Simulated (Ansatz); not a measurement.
Born–Oppenheimer molecular dynamics of BCl₃ (4 atoms, charge 0, multiplicity 1). It goes on from the last frame of an earlier run, with new velocities.

The calculation used RKS PBE0-D4/6-31G (Ansatz).

```
ensemble                      : NVE (Milne-controlled integrator)
time step                     : 2 fs
steps asked                   : 100
starting velocities drawn for : 1000 K
seed                          : 17044
```

First frame:

```xyz
4
Properties=species:S:1:pos:R:3
B 0.085 -0.076 0.034
Cl -0.045 0.006 1.740
Cl 1.529 0.010 -0.908
Cl -1.511 0.006 -0.843
```

Problem. What does the run give?

Solution. All steps were run.

```yaml
steps_done: 100
time_covered: 200 fs
mean_temperature_over_the_second_half: 828 K
spread_of_the_potential_energy_over_the_second_half: 21.6 meV per atom
mean_potential_energy_of_the_second_half_above_the_start: 11.4 meV per atom
```

The conserved energy stayed within 0.63 meV per atom of its start (net change 0.32 meV per atom), so the integration is sound. A run of 0.2 ps of so small a system gives no equilibrium averages. Limits of this set-up: no polarisation functions.

Problem. What happens to the structure?

Solution. The same pairs are bonded in the first frame and the last. Pairs count as bonded within 1.25 times the sum of covalent radii (0.12 Å more for H–H). Another seed would give other details.

Problem. How do temperature and energy run in time?

Solution. 
| time (fs) | T (K) | potential energy less start (eV) | conserved less start (meV/atom) |
| --- | --- | --- | --- |
| 0.0 | 1000 | 0.000 | 0.00 |
| 10.0 | 695 | 0.080 | 0.31 |
| 20.0 | 543 | 0.119 | 0.25 |
| 30.0 | 1090 | -0.022 | 0.37 |
| 40.0 | 316 | 0.178 | 0.34 |
| 50.0 | 1187 | -0.047 | 0.36 |
| 60.0 | 671 | 0.086 | 0.26 |
| 70.0 | 1235 | -0.059 | 0.35 |
| 80.0 | 276 | 0.188 | 0.30 |
| 90.0 | 811 | 0.050 | 0.30 |
| 100.0 | 1193 | -0.049 | 0.36 |
| 110.0 | 511 | 0.128 | 0.32 |
| 120.0 | 954 | 0.013 | 0.36 |
| 130.0 | 681 | 0.084 | 0.26 |
| 140.0 | 1215 | -0.054 | 0.34 |
| 150.0 | 122 | 0.228 | 0.29 |
| 160.0 | 1211 | -0.053 | 0.28 |
| 170.0 | 863 | 0.036 | 0.24 |
| 180.0 | 933 | 0.018 | 0.32 |
| 190.0 | 619 | 0.100 | 0.33 |
| 200.0 | 876 | 0.033 | 0.32 |

Run time: 2.3 min on 1 thread of Arm Neoverse V2, with other jobs on the host, peak memory 0.1 GiB.
